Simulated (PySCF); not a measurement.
SMILES C#C/C1=C\CCCCCC1, C10H14

Cartesian coordinates in Å; atom numbers follow the order of the lines, from 1:
```xyz
24

C     2.9115    1.9893   -2.0003
C     2.3312    1.7550   -0.9583
C     1.6452    1.5492    0.2773
C     1.6222    0.3482    0.8933
C     1.8371   -0.9341    0.1817
C     0.4305   -1.3561   -0.3130
C    -0.3863   -0.2590   -1.0182
C    -1.1225    0.7888   -0.1383
C    -0.6450    2.2507   -0.1790
C     0.6111    2.5694    0.6591
H     3.4308    2.1879   -2.9194
H     1.0756    0.2914    1.8426
H     2.5080   -0.7916   -0.6797
H     2.2595   -1.7275    0.8184
H     0.5476   -2.2133   -0.9976
H    -0.1517   -1.7356    0.5459
H    -1.1482   -0.7799   -1.6204
H     0.2564    0.2558   -1.7521
H    -1.1478    0.4432    0.9105
H    -2.1790    0.8020   -0.4523
H    -0.4512    2.5338   -1.2283
H    -1.4664    2.9028    0.1636
H     0.9376    3.6050    0.4784
H     0.3745    2.4690    1.7310
```

Computed, not measured: PySCF 2.14.0, TDDFT CAM-B3LYP/def2-SVPD circular dichroism and optical rotation, one conformer, IEF-PCM toluene (non-equilibrium linear response, no local-field factor). Geometry: PBE0-D3(BJ)/def2-SVP.

States above about 7.7 eV (minus the energy of the highest occupied orbital) lie near or above the ionisation threshold and depend on the basis. No stereocentre is labelled: unless the shape is locked (an allene, a helicene, a hindered biaryl), the mirror image is equally populated and a measured rotation or CD is zero.

Task: Which excitations and rotatory strengths does the calculation give?

Result: Rotatory strengths R in 10⁻⁴⁰ esu² cm², velocity form and length form (origin at the centre of mass); f in length form.
```
state  E (eV)  λ (nm)      f  R (velocity)  R (length)                                main
    1    5.06     245  0.314         +51.6       +52.8                      HOMO→LUMO 0.93
    2    5.56     223  0.006         -15.3       -15.7                    HOMO−1→LUMO 0.87
    3    5.98     207  0.002          +3.3        +3.1                    HOMO→LUMO+5 0.74
    4    6.62     187  0.006         -35.6       -35.5  HOMO→LUMO+1 0.76, HOMO→LUMO+4 0.10
    5    6.74     184  0.028         +44.5       +44.5  HOMO−2→LUMO 0.31, HOMO→LUMO+2 0.26
    6    6.88     180  0.074         +28.3       +28.0  HOMO→LUMO+2 0.50, HOMO−2→LUMO 0.20
    7    7.11     174  0.105         -98.1       -98.3                    HOMO−3→LUMO 0.71
    8    7.25     171  0.019         -13.4       -13.5                    HOMO→LUMO+3 0.74
    9    7.57     164  0.016         -26.3       -25.7  HOMO−2→LUMO 0.20, HOMO→LUMO+4 0.18
   10    7.61     163  0.034         -19.1       -19.8  HOMO→LUMO+4 0.45, HOMO−6→LUMO 0.11
   11    7.71     161  0.030          -9.7        -9.3  HOMO−4→LUMO 0.47, HOMO−6→LUMO 0.20
   12    7.74     160  0.005          +5.7        +5.8  HOMO→LUMO+7 0.28, HOMO−4→LUMO 0.28
```

Among the states computed, the strongest CD band (largest |R|) is state 7. The largest dissymmetry factor in size, g = 4R/(D+G), with D and G the electric and magnetic dipole strengths, is -0.053 for state 4 (velocity form, f = 0.007), among bands with |R| over 0.5. The mirror image has the same energies and oscillator strengths and all R with the opposite sign.
